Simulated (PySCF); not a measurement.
Species: 2-bromofurane, C4H3BrO.
SMILES: `BrC1=CC=CO1`

Method used: PBE0-D3(BJ)/def2-SVP geometry optimisation, gas phase in PySCF 2.14.0.

Masses are those of the commonest isotopes; rigid-rotor values at the optimised geometry. 

Q: What are A, B and C (cm⁻¹)?

A: Ia = 54.32, Ib = 374.30, Ic = 428.62 u·Å²; 505379 MHz·u·Å²/I gives 9303, 1350 and 1179 MHz, that is A = 0.31032, B = 0.04504, C = 0.03933 cm⁻¹.

Q: What kind of rotor is it?

A: A near-prolate asymmetric top. Ray's parameter κ = (2B − A − C)/(A − C) = -0.958; −1 is the prolate and +1 the oblate limit.

Q: Is it planar, by Δ = Ic − Ia − Ib?

A: Planar: Δ = Ic − Ia − Ib = 0.00 u·Å². For a rigid frame Δ = −2 Σ m c², so it vanishes when all atoms lie in the ab plane; here none is more than 0.01 Å from it.

Q: Which types of transition are allowed, and where do some lines up to J = 2 fall?

A: The dipole components are |μa| = 1.31 D, |μb| = 0.58 D, |μc| = 0.00 D; the mirror of this Cs structure is the ab plane, so μc vanishes by symmetry and there are no c-type lines. Intensities carry the squares of the components, which stand as 1.00 : 0.19 (a : b). Some lines, for components of 0.1 D or more:

| type | branch | J(Ka,Kc) | MHz | lower level (cm⁻¹) |
| --- | --- | --- | --- | --- |
| a | Q | 2(1,1) ← 2(1,2) | 513 | 0.513 |
| a | R | 1(0,1) ← 0(0,0) | 2529 | 0.000 |
| a | R | 2(1,2) ← 1(1,1) | 4887 | 0.350 |
| a | R | 2(0,2) ← 1(0,1) | 5056 | 0.084 |
| a | R | 2(1,1) ← 1(1,0) | 5230 | 0.355 |
| b | Q | 1(1,0) ← 1(0,1) | 8124 | 0.084 |
| b | Q | 2(1,1) ← 2(0,2) | 8298 | 0.253 |
| b | R | 1(1,1) ← 0(0,0) | 10482 | 0.000 |
| b | R | 2(1,2) ← 1(0,1) | 12840 | 0.084 |
| b | Q | 2(2,0) ← 2(1,1) | 23861 | 0.530 |
| b | Q | 2(2,1) ← 2(1,2) | 24372 | 0.513 |
| b | R | 2(2,1) ← 1(1,0) | 29088 | 0.355 |
| b | R | 2(2,0) ← 1(1,1) | 29262 | 0.350 |

Q: Estimate the classical rotational partition function at 10 K, 100 K and 298.15 K.

A: Point group Cs, symmetry number σ = 1; q = (√π/σ)·√((kT/h)³/(ABC)), k/h = 20836.6 MHz/K: 1390 at 10 K, 43800 at 100 K, 226000 at 298.15 K.

PBE0-D3(BJ)/def2-SVP frequencies: not computed here. These are rigid-rotor constants of the computed structure; measured ground-state constants (B0) also hold zero-point vibration. Quadrupole hyperfine structure (79Br) is left out.
